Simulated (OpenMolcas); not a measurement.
# OpenMolcas run: O+

Input:

```
&GATEWAY
Coord
1

O 0.0 0.0 0.0
Basis=ANO-RCC-VDZP
Group=XYZ
NoMove
AngMom=0.0 0.0 0.0
AMFI
RX2C
&SEWARD
* reference wave functions (RASSCF and RASSI steps not shown): 5 electrons in 9 orbitals (RAS2 2s 2p; RAS3 3d, at most 2 electrons)
>>> COPY JOB001 $Project.JobIph
&CASPT2
Multistate=1 1
Frozen=1 0
IPEA=0.3
Imaginary=0.2
MaxIter=60
WThr=0.0 0.3 0.05
PrWF=0.5
NoMix
>>> COPY JOB002 $Project.JobIph
&CASPT2
Multistate=8 1 2 3 4 5 6 7 8
NoMult
Frozen=1 0
IPEA=0.3
Imaginary=0.2
MaxIter=60
WThr=0.0 0.3 0.05
PrWF=0.5
NoMix
>>> COPY JOB003 $Project.JobIph
&CASPT2
Multistate=3 1 2 3
NoMult
Frozen=1 0
IPEA=0.3
Imaginary=0.2
MaxIter=60
WThr=0.0 0.3 0.05
PrWF=0.5
NoMix
```

Launched by
```bash
OMP_NUM_THREADS=1 MOLCAS_MEM=2252 MOLCAS_PROJECT=a pymolcas a.inp > a.log  # once for each step of the input, in one work folder
```

Output, cut to the results:

```
--- CASPT2 ---
Orbital specifications:
      -----------------------

      Symmetry species                           1   2
                                                ag  au
      Frozen orbitals                            1   0
      Inactive orbitals                          0   0
      Active orbitals                            6   3
      Secondary orbitals                         1   3
      Deleted orbitals                           0   0
      Number of basis functions                  8   6
Type of calculation                        SS-CASPT2
      Fock operator                              state-specific
      IPEA shift                                 0.30
      Real shift                                 0.00
      Imaginary shift                            0.20
      The input orbitals will be transformed to quasi-canonical
Reference energy:         -74.4880937764
      E2 (Non-variational):      -0.0188649958
      Shift correction:          -0.0001008138
      E2 (Variational):          -0.0189658096
      Total energy:             -74.5070595860
      Residual norm:              0.0000001669
      Reference weight:           0.99341
      Contributions to the CASPT2 correlation energy
      Active & Virtual Only:         -0.0188649958
      One Inactive Excited:           0.0000000000
      Two Inactive Excited:           0.0000000000
::    CASPT2 Root  1     Total energy:    -74.50705959
--- CASPT2 ---
Orbital specifications:
      -----------------------

      Symmetry species                           1   2
                                                ag  au
      Frozen orbitals                            1   0
      Inactive orbitals                          0   0
      Active orbitals                            6   3
      Secondary orbitals                         1   3
      Deleted orbitals                           0   0
      Number of basis functions                  8   6
Type of calculation                        SS-CASPT2
      Fock operator                              state-specific
      IPEA shift                                 0.30
      Real shift                                 0.00
      Imaginary shift                            0.20
      The input orbitals will be transformed to quasi-canonical
Reference energy:         -74.3525250172
      E2 (Non-variational):      -0.0195107008
      Shift correction:          -0.0001130702
      E2 (Variational):          -0.0196237710
      Total energy:             -74.3721487882
      Residual norm:              0.0000000638
      Reference weight:           0.99308
      Contributions to the CASPT2 correlation energy
      Active & Virtual Only:         -0.0195107008
      One Inactive Excited:           0.0000000000
      Two Inactive Excited:           0.0000000000
Reference energy:         -74.3525250172
      E2 (Non-variational):      -0.0195237005
      Shift correction:          -0.0001134737
      E2 (Variational):          -0.0196371742
      Total energy:             -74.3721621914
      Residual norm:              0.0000000624
      Reference weight:           0.99307
      Contributions to the CASPT2 correlation energy
      Active & Virtual Only:         -0.0195237005
      One Inactive Excited:           0.0000000000
      Two Inactive Excited:           0.0000000000
::    CASPT2 Root  1     Total energy:    -74.37214879
::    CASPT2 Root  2     Total energy:    -74.37216219
::    CASPT2 Root  3     Total energy:    -74.37216161
::    CASPT2 Root  4     Total energy:    -74.37216291
::    CASPT2 Root  5     Total energy:    -74.37216193
::    CASPT2 Root  6     Total energy:    -74.30773097
::    CASPT2 Root  7     Total energy:    -74.30773102
::    CASPT2 Root  8     Total energy:    -74.30773224
--- CASPT2 ---
Orbital specifications:
      -----------------------

      Symmetry species                           1   2
                                                ag  au
      Frozen orbitals                            1   0
      Inactive orbitals                          0   0
      Active orbitals                            6   3
      Secondary orbitals                         1   3
      Deleted orbitals                           0   0
      Number of basis functions                  8   6
Type of calculation                        SS-CASPT2
      Fock operator                              state-specific
      IPEA shift                                 0.30
      Real shift                                 0.00
      Imaginary shift                            0.20
      The input orbitals will be transformed to quasi-canonical
Reference energy:         -73.9304657778
      E2 (Non-variational):      -0.0205481913
      Shift correction:          -0.0002494381
      E2 (Variational):          -0.0207976294
      Total energy:             -73.9512634071
      Residual norm:              0.0000001877
      Reference weight:           0.98984
      Contributions to the CASPT2 correlation energy
      Active & Virtual Only:         -0.0205481913
      One Inactive Excited:           0.0000000000
      Two Inactive Excited:           0.0000000000
Reference energy:         -73.9304657778
      E2 (Non-variational):      -0.0205422026
      Shift correction:          -0.0002490314
      E2 (Variational):          -0.0207912340
      Total energy:             -73.9512570118
      Residual norm:              0.0000001875
      Reference weight:           0.98984
      Contributions to the CASPT2 correlation energy
      Active & Virtual Only:         -0.0205422026
      One Inactive Excited:           0.0000000000
      Two Inactive Excited:           0.0000000000
::    CASPT2 Root  1     Total energy:    -73.95126341
::    CASPT2 Root  2     Total energy:    -73.95125701
::    CASPT2 Root  3     Total energy:    -73.95126724
```

Levels above the lowest, from the spin-orbit matrix with the single-state CASPT2 energies, averaged by term, on its diagonal:

```json
{"Configuration": "2s2 2p3", "Term": "4S*", "J": "3/2", "E (cm-1)": "0.0", "Measured (cm-1)": "0.0", "Term weight %": "100"}
{"Configuration": "2s2 2p3", "Term": "2D*", "J": "3/2", "E (cm-1)": "29605", "Measured (cm-1)": "26831", "Term weight %": "100"}
{"Configuration": "2s2 2p3", "Term": "2D*", "J": "5/2", "E (cm-1)": "29608", "Measured (cm-1)": "26811", "Term weight %": "100"}
{"Configuration": "2s2 2p3", "Term": "2P*", "J": "3/2", "E (cm-1)": "43749", "Measured (cm-1)": "40468", "Term weight %": "100"}
{"Configuration": "2s2 2p3", "Term": "2P*", "J": "1/2", "E (cm-1)": "43753", "Measured (cm-1)": "40470", "Term weight %": "100"}
{"Configuration": "2s 2p4", "Term": "4P", "J": "5/2", "E (cm-1)": "121895", "Measured (cm-1)": "119837", "Term weight %": "100"}
{"Configuration": "2s 2p4", "Term": "4P", "J": "3/2", "E (cm-1)": "122044", "Measured (cm-1)": "120000", "Term weight %": "100"}
{"Configuration": "2s 2p4", "Term": "4P", "J": "1/2", "E (cm-1)": "122133", "Measured (cm-1)": "120083", "Term weight %": "100"}
```

Against the 7 measured excited levels shown (NIST Handbook of Basic Atomic Spectroscopic Data) the mean absolute deviation is 2600 cm-1; the largest miss in energy is 2s2 2p3 2P* 1/2: computed 43753, measured 40470 cm-1 (+8.1 %), and the largest in proportion 2s2 2p3 2D* 5/2 (+10.4 %).

Active for correlation alone: 3d; no level in the range computed is led by a configuration that fills it, so any true level of that kind is missing. Computed and measured levels are paired by configuration, term and J; levels that our copy of the source lacks, or whose pairing is in doubt (as where it misses far off the trend of its configuration), stay unpaired and out of the deviations. Only configurations of the active space appear. The first state left out of the spin-orbit step lies near 170000 cm-1 above the lowest spin-free state of the reference (among the parities and spins computed), and the list stops at four fifths of that energy or lower.

The CASPT2 steps took 2.3 s on 1 thread of AMD EPYC 9R45 96-Core Processor (Zen 5) (shared host); the integral step is not counted.

The term weight is that of the spin-free term in the level, not the purity of its configuration. * marks odd parity.
